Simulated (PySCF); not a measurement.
PySCF input for siletan-3-ol (C3H8OSi), SMILES OC1C[SiH2]C1, TPSSh-D3(BJ)/def2-SVP. Coordinates come from a TPSSh-D3(BJ)/def2-SVP optimisation. One conformer was computed; it need not be the lowest.

```python
import numpy as np
from pyscf import gto, scf, dft, df
from pyscf.hessian import thermo

mol = gto.M(
    atom='''
    O    -1.98978673    0.83053351    0.06667543
    C    -0.76242118    0.25127274    0.45889680
    C     0.44239370    1.11137480    0.00801250
    Si    1.41025433   -0.51358287   -0.17747767
    C    -0.39369514   -1.11467970   -0.19907700
    H    -2.70220509    0.24883959    0.37404395
    H    -0.72138163    0.13248067    1.56146478
    H     0.73359172    1.93308000    0.67651438
    H     0.21764104    1.52480727   -0.99039477
    H     2.18183221   -0.91852986    1.03010182
    H     2.25665421   -0.72118594   -1.38428935
    H    -0.76762618   -1.11843199   -1.23768690
    H    -0.74143740   -2.02297482    0.31453605
    ''',
    basis='def2-SVP',
    charge=0,
    spin=0,
    max_memory=1600,
    verbose=3,
)
mf = dft.RKS(mol, xc='tpssh').density_fit(auxbasis='def2-universal-jkfit')
mf.disp = 'd3bj'
mf.grids.level = 4
mf.conv_tol = 1e-11
mf.max_cycle = 100
mf.kernel()

# [left out here: the lines that compute and print the analytic Hessian (its translational invariance restored by hand, since the grid's response is missing), thermochemistry and intensities]
```

It prints:

```
[...]
      11   H                -0.33 -0.06  0.02    0.33 -0.22 -0.10   -0.03  0.03  0.01
      12   H                 0.34 -0.09  0.02   -0.21  0.21  0.16    0.09 -0.04 -0.03
Mode                                15                  16                  17
Irrep
Freq [cm^-1]                     1012.0968           1059.1458           1095.2769
Reduced mass [au]                   1.9545              2.1310              1.3354
Force const [Dyne/A]                1.1796              1.4084              0.9439
Char temp [K]                    1456.1820           1523.8749           1575.8596
Normal mode                   x     y     z       x     y     z       x     y     z
       0   O                 0.01 -0.01  0.02   -0.09  0.05 -0.03   -0.00  0.00 -0.01
       1   C                -0.06 -0.14 -0.01    0.13 -0.08 -0.02    0.01  0.02 -0.00
       2   C                 0.07  0.07 -0.04    0.06 -0.03 -0.01    0.08 -0.03 -0.01
       3  Si                -0.01 -0.02 -0.01   -0.02  0.00  0.01    0.00  0.00  0.00
       4   C                -0.02  0.08  0.05    0.05  0.01  0.01   -0.11  0.03  0.03
       5   H                -0.26  0.23 -0.16   -0.01 -0.04  0.02    0.15 -0.13  0.10
       6   H                 0.03 -0.07 -0.00    0.05 -0.05 -0.02   -0.00  0.07  0.00
       7   H                -0.22  0.10  0.05   -0.26  0.02  0.06   -0.33  0.05  0.06
       8   H                 0.33  0.07 -0.10   -0.36  0.03  0.11   -0.32  0.06  0.11
       9   H                 0.02  0.15  0.03    0.09 -0.01 -0.07   -0.02 -0.04 -0.00
      10   H                 0.03  0.08 -0.00    0.01  0.02  0.03   -0.00  0.00 -0.01
      11   H                -0.09  0.16  0.08   -0.30  0.23  0.14    0.34 -0.14 -0.14
      12   H                 0.24 -0.08 -0.05   -0.10  0.09  0.05    0.43 -0.28 -0.14
Mode                                18                  19                  20
Irrep
Freq [cm^-1]                     1158.9575           1176.0671           1253.5027
Reduced mass [au]                   2.1531              1.4146              1.2161
Force const [Dyne/A]                1.7039              1.1528              1.1259
Char temp [K]                    1667.4819           1692.0988           1803.5113
Normal mode                   x     y     z       x     y     z       x     y     z
       0   O                -0.07  0.03 -0.04    0.02  0.02  0.01    0.01 -0.04  0.03
       1   C                 0.13 -0.06  0.04   -0.01 -0.03 -0.12   -0.01  0.02 -0.08
       2   C                -0.09  0.03  0.03   -0.04  0.04  0.04    0.01 -0.01  0.07
       3  Si                 0.00 -0.00 -0.00    0.00 -0.01  0.01    0.00  0.00  0.00
       4   C                -0.06  0.02  0.01   -0.01  0.00  0.07   -0.01 -0.00  0.00
       5   H                -0.05  0.03 -0.01    0.25 -0.20  0.14   -0.37  0.31 -0.21
       6   H                 0.35 -0.10  0.02   -0.26 -0.10 -0.13    0.38  0.42 -0.06
       7   H                 0.31 -0.08 -0.02    0.39  0.04 -0.15    0.19  0.06 -0.11
       8   H                 0.23 -0.11 -0.10   -0.11 -0.09  0.00   -0.34 -0.09  0.11
       9   H                -0.00  0.01  0.01    0.02  0.01  0.00    0.00 -0.01  0.00
      10   H                 0.02 -0.00  0.00   -0.02  0.03 -0.02   -0.02 -0.00 -0.01
      11   H                 0.21 -0.06 -0.08   -0.20  0.30  0.13   -0.03  0.03  0.01
      12   H                 0.20 -0.08 -0.00    0.23 -0.22 -0.16    0.05 -0.05 -0.05
Mode                                21                  22                  23
Irrep
Freq [cm^-1]                     1329.7454           1398.1165           1418.6745
Reduced mass [au]                   1.3658              1.2796              1.1000
Force const [Dyne/A]                1.4229              1.4737              1.3044
Char temp [K]                    1913.2075           2011.5784           2041.1567
Normal mode                   x     y     z       x     y     z       x     y     z
       0   O                 0.00  0.03 -0.00    0.00  0.03 -0.04   -0.00 -0.00  0.00
       1   C                -0.02 -0.13  0.02   -0.11 -0.02  0.02    0.01  0.01 -0.00
       2   C                 0.00  0.03  0.01    0.02 -0.01  0.01    0.01  0.06 -0.02
       3  Si                -0.00 -0.01 -0.00   -0.00 -0.00  0.00   -0.00 -0.00  0.00
       4   C                 0.01  0.03 -0.04    0.04  0.02  0.02    0.03  0.05  0.03
       5   H                 0.24 -0.20  0.13    0.26 -0.20  0.14   -0.02  0.02 -0.01
       6   H                -0.12  0.71  0.10    0.67 -0.16 -0.00   -0.05  0.00 -0.00
       7   H                 0.08  0.02 -0.01    0.02  0.13 -0.15    0.01 -0.28  0.37
       8   H                 0.01 -0.03 -0.02   -0.02  0.14  0.08   -0.13 -0.42 -0.17
       9   H                 0.01  0.03  0.00    0.00  0.01  0.01    0.00  0.00 -0.00
      10   H                 0.02  0.03  0.00    0.00  0.02  0.00    0.00 -0.00  0.00
      11   H                 0.09 -0.13 -0.06   -0.14 -0.15  0.08   -0.19 -0.44  0.09
      12   H                -0.07  0.14  0.10   -0.11 -0.04 -0.17   -0.17 -0.15 -0.42
Mode                                24                  25                  26
Irrep
Freq [cm^-1]                     1453.7301           2247.8330           2254.3033
Reduced mass [au]                   1.1702              1.0307              1.0522
Force const [Dyne/A]                1.4571              3.0685              3.1504
Char temp [K]                    2091.5940           3234.1312           3243.4405
Normal mode                   x     y     z       x     y     z       x     y     z
       0   O                 0.01  0.01 -0.01    0.00 -0.00 -0.00    0.00  0.00  0.00
       1   C                -0.08  0.01  0.00   -0.00  0.00  0.00    0.00 -0.00  0.00
       2   C                 0.03  0.05 -0.01   -0.00  0.00  0.00    0.00  0.00 -0.00
       3  Si                 0.00 -0.00 -0.00    0.03 -0.01  0.01    0.01  0.00 -0.04
       4   C                -0.01 -0.05 -0.02   -0.00 -0.00 -0.00   -0.00 -0.00 -0.00
       5   H                 0.09 -0.07  0.05    0.00  0.00  0.00    0.00 -0.00 -0.00
       6   H                 0.26 -0.07 -0.01    0.00 -0.00  0.01   -0.00  0.00 -0.00
       7   H                -0.00 -0.25  0.35    0.00  0.00  0.00    0.00 -0.00 -0.00
       8   H                -0.17 -0.41 -0.15    0.00 -0.00 -0.00   -0.00  0.00 -0.00
       9   H                -0.00  0.00  0.01   -0.40  0.21 -0.65    0.30 -0.16  0.46
      10   H                 0.01  0.00 -0.00   -0.32  0.08  0.48   -0.45  0.11  0.64
      11   H                 0.14  0.40 -0.06    0.00  0.00 -0.00   -0.00  0.00 -0.00
      12   H                 0.12  0.13  0.36    0.00 -0.00  0.00    0.00  0.00  0.00
Mode                                27                  28                  29
Irrep
Freq [cm^-1]                     2965.2503           3049.5629           3056.7762
Reduced mass [au]                   1.0855              1.0617              1.0634
Force const [Dyne/A]                5.6237              5.8172              5.8543
Char temp [K]                    4266.3350           4387.6420           4398.0204
Normal mode                   x     y     z       x     y     z       x     y     z
       0   O                 0.00 -0.00 -0.00   -0.00  0.00 -0.00   -0.00  0.00 -0.00
       1   C                -0.00 -0.01  0.08    0.00 -0.00  0.00    0.00 -0.00  0.00
       2   C                -0.00  0.00 -0.01   -0.00  0.01 -0.01    0.00 -0.05  0.04
       3  Si                 0.00 -0.00  0.00   -0.00 -0.00  0.00   -0.00  0.00  0.00
       4   C                -0.00  0.00 -0.01    0.03  0.03  0.05    0.01  0.01  0.01
       5   H                 0.00 -0.01 -0.00   -0.00  0.00  0.00   -0.00 -0.00  0.00
       6   H                -0.02  0.09 -0.95   -0.00  0.00 -0.02   -0.00  0.00 -0.04
       7   H                 0.00  0.02  0.01   -0.03 -0.08 -0.07    0.11  0.28  0.25
       8   H                 0.01 -0.02  0.04    0.05 -0.09  0.23   -0.17  0.31 -0.76
       9   H                -0.00  0.00 -0.00   -0.00 -0.00 -0.00   -0.00  0.00 -0.00
      10   H                -0.00  0.00  0.00    0.00  0.00 -0.00    0.00 -0.00 -0.00
      11   H                 0.02 -0.00  0.05   -0.27  0.01 -0.77   -0.08  0.00 -0.22
      12   H                -0.01 -0.02  0.01   -0.13 -0.36  0.22   -0.04 -0.12  0.07
Mode                                30                  31                  32
Irrep
Freq [cm^-1]                     3127.8975           3140.0854           3764.5895
Reduced mass [au]                   1.1043              1.1023              1.0663
Force const [Dyne/A]                6.3657              6.4040              8.9037
Char temp [K]                    4500.3481           4517.8838           5416.4061
Normal mode                   x     y     z       x     y     z       x     y     z
       0   O                -0.00 -0.00 -0.00   -0.00 -0.00  0.00   -0.05 -0.03  0.02
       1   C                -0.00  0.00  0.00    0.00  0.00 -0.00    0.00 -0.00  0.00
       2   C                 0.00  0.00  0.00   -0.03 -0.04 -0.07    0.00  0.00 -0.00
       3  Si                 0.00 -0.00  0.00   -0.00  0.00 -0.00   -0.00 -0.00  0.00
       4   C                -0.01 -0.06  0.07   -0.00 -0.00  0.00    0.00  0.00 -0.00
       5   H                 0.00  0.00  0.00    0.00  0.00 -0.00    0.72  0.57 -0.30
       6   H                 0.00  0.00 -0.05   -0.00 -0.00  0.04    0.00 -0.00 -0.00
       7   H                -0.00 -0.01 -0.01    0.23  0.64  0.53   -0.00 -0.00 -0.00
       8   H                -0.00  0.01 -0.02    0.08 -0.16  0.34    0.00  0.00 -0.00
       9   H                -0.00  0.00 -0.00    0.00 -0.00  0.00    0.00  0.00  0.00
      10   H                -0.00  0.00 -0.00    0.00 -0.00  0.00    0.00  0.00 -0.00
      11   H                -0.16 -0.01 -0.41   -0.00  0.00 -0.01   -0.00  0.00  0.00
      12   H                 0.26  0.69 -0.39    0.01  0.02 -0.01   -0.00 -0.00  0.00
temperature 298.1500 [K]
pressure 101325.00 [Pa]
Rotational constants [GHz] 8.63497 2.86118 2.36323
Symmetry number 1
Zero-point energy (ZPE) 0.10305 [Eh]   270560.387 [J/mol]
                           tot       elec      trans        rot        vib
Entropy [J/mol/K]       318.017      0.000    164.611    109.254     44.151
Cv [J/mol/K]             98.000      0.000     12.472     12.472     73.056
Cp [J/mol/K]            106.314      0.000     20.786     12.472     73.056
Internal energy [J/mol]                      3718.434   3718.434 279062.410
Internal energy [Eh]   -483.52304  -483.63216
Enthalpy [J/mol]                             6197.391   3718.434 279062.410
Enthalpy [Eh]          -483.52210
Gibbs free energy [J/mol]                  -42881.499 -28855.759 265898.657
Gibbs free energy [Eh] -483.55821
mode   freq/cm-1   IR/(km/mol)
   1      131.65         1.221
   2      291.82       104.431
   3      365.10        14.330
   4      408.61        10.979
   5      446.84         7.704
   6      506.25         0.275
   7      513.06        22.094
   8      658.47         3.739
   9      707.64         3.904
  10      749.42        34.621
  11      799.84        80.507
  12      875.84         3.474
  13      882.65        48.877
  14      965.04        16.466
  15      970.34       128.995
  16     1012.10        41.359
  17     1059.15        34.987
  18     1095.28        12.431
  19     1158.96        97.628
  20     1176.07        23.504
  21     1253.50        38.295
  22     1329.75        38.423
  23     1398.12         4.523
  24     1418.67         5.306
  25     1453.73         6.411
  26     2247.83       127.827
  27     2254.30       136.708
  28     2965.25        53.432
  29     3049.56        11.169
  30     3056.78         6.387
  31     3127.90        14.677
  32     3140.09        12.289
  33     3764.59        22.647
max |gradient| / (hartree/bohr): 2.2100721102120888e-05
APT charges: [-6.5250e-01  5.5190e-01 -2.4180e-01  1.0392e+00 -2.8930e-01  2.4300e-01
 -9.6000e-02 -6.4000e-03  8.8000e-03 -2.7060e-01 -2.7100e-01 -4.0000e-04
 -1.4800e-02]
```

The calculation finished and met its thresholds.

Cost: very roughly 8 core-minutes.
